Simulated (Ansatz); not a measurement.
Consider the cleavage of the Si–B bond: `FB([SiH3])C[SiH3]` + `[OH][GeH3]` → `[SiH3][O][GeH3]` + `FBC[SiH3]`.

Isolated molecules relaxed with PBE0-D4/def2-TZVP in Ansatz; ΔE leaves out vibrations. CBS: MP2 limit from def2 TZ/QZ plus the TZ coupled-cluster correction, frozen cores. DFT in def2-TZVPP. B3LYP here is the variant with VWN-RPA as its local correlation; programs differ in this. HSE06 is defined as in plane-wave codes. For Ge outer-core shells are correlated without core-valence functions, which leaves a few kJ/mol of doubt a bond. Scalar relativity is left out up to krypton. One conformer a species, not always the lowest.

```json
{"level": "BLYP-D4", "ΔE (kJ/mol)": "-116.2", "difference from CCSD(T)/CBS": "9.9"}
{"level": "r2SCAN-D4", "ΔE (kJ/mol)": "-118.8", "difference from CCSD(T)/CBS": "7.3"}
{"level": "r2SCAN0-D4", "ΔE (kJ/mol)": "-123.8", "difference from CCSD(T)/CBS": "2.3"}
{"level": "HSE06-D4", "ΔE (kJ/mol)": "-109.4", "difference from CCSD(T)/CBS": "16.7"}
{"level": "BHLYP-D4", "ΔE (kJ/mol)": "-137.0", "difference from CCSD(T)/CBS": "-10.9"}
{"level": "CAM-B3LYP-D4", "ΔE (kJ/mol)": "-129.8", "difference from CCSD(T)/CBS": "-3.7"}
{"level": "ωB97X-V", "ΔE (kJ/mol)": "-122.5", "difference from CCSD(T)/CBS": "3.6"}
{"level": "BLYP", "ΔE (kJ/mol)": "-119.7", "difference from CCSD(T)/CBS": "6.4"}
{"level": "r2SCAN", "ΔE (kJ/mol)": "-119.5", "difference from CCSD(T)/CBS": "6.6"}
{"level": "B3LYP", "ΔE (kJ/mol)": "-126.7", "difference from CCSD(T)/CBS": "-0.6"}
{"level": "r2SCAN0", "ΔE (kJ/mol)": "-124.7", "difference from CCSD(T)/CBS": "1.4"}
{"level": "CAM-B3LYP", "ΔE (kJ/mol)": "-131.8", "difference from CCSD(T)/CBS": "-5.7"}
{"level": "LC-ωPBE", "ΔE (kJ/mol)": "-118.4", "difference from CCSD(T)/CBS": "7.7"}
{"level": "HF/def2-SVP", "ΔE (kJ/mol)": "-146.2", "difference from CCSD(T)/CBS": "-20.1"}
{"level": "CCSD(T)/def2-TZVPP", "ΔE (kJ/mol)": "-125.7", "difference from CCSD(T)/CBS": "0.4"}
{"level": "HF/def2-QZVPP", "ΔE (kJ/mol)": "-158.0", "difference from CCSD(T)/CBS": "-31.9"}
{"level": "CCSD(T)/CBS", "ΔE (kJ/mol)": "-126.1", "difference from CCSD(T)/CBS": "0"}
```

Largest T1 diagnostic among the species: 0.013.

From BLYP to BHLYP (50 % exact exchange), in def2-TZVPP and without D4, ΔE moves by −19.6 kJ/mol. In def2-TZVPP, CCSD(T) changes the Hartree–Fock value by +29.9 kJ/mol (the triples alone add +4.1 kJ/mol) and MP2 by +21.6 kJ/mol.
